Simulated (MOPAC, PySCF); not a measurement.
[Ta(F)3(NH2)2], neutral singlet in the gas phase. 

Z-matrix (Å, degrees):
```
Ta
F 1 1.9092
F 1 1.9132 2 87.87
F 1 1.9132 2 87.87 3 155.14
N 1 1.9640 2 112.21 4 102.43
H 5 1.0244 1 126.53 2 179.99
H 5 1.0268 6 110.65 1 -179.99
N 1 1.9905 2 140.59 4 -77.57
H 8 1.0260 1 122.82 2 78.54
H 8 1.0260 9 110.91 4 159.84
```
Charge 0, multiplicity 1.

All levels are single points at this geometry (PBE-D3(BJ)/def2-SVP); Pople sets use spherical d functions. Orbital energies aren't observables, and empty levels follow the basis.

PM6 in MOPAC gives HOMO (eV) = -8.99.

**Question.** Estimate the HOMO (eV) from each of these levels: PBE-D3(BJ)/def2-TZVP in PySCF; TPSSh-D3(BJ)/def2-TZVP in PySCF; B3LYP/6-311+G** (LANL2DZ on Ta) in PySCF; B3LYP/6-31G* (LANL2DZ on Ta) in PySCF; B3LYP/LANL2DZ in PySCF; BP86/6-31G* (LANL2DZ on Ta) in PySCF; PBE/6-31G* (LANL2DZ on Ta) in PySCF; HF/6-31G* (LANL2DZ on Ta) in PySCF.

**Answer.** 
```
level                                     HOMO (eV)
----------------------------------------  ---------
PBE-D3(BJ)/def2-TZVP in PySCF                 -6.92
TPSSh-D3(BJ)/def2-TZVP in PySCF               -7.55
B3LYP/6-311+G** (LANL2DZ on Ta) in PySCF      -8.41
B3LYP/6-31G* (LANL2DZ on Ta) in PySCF         -7.91
B3LYP/LANL2DZ in PySCF                        -8.26
BP86/6-31G* (LANL2DZ on Ta) in PySCF          -6.79
PBE/6-31G* (LANL2DZ on Ta) in PySCF           -6.68
HF/6-31G* (LANL2DZ on Ta) in PySCF           -11.77
```
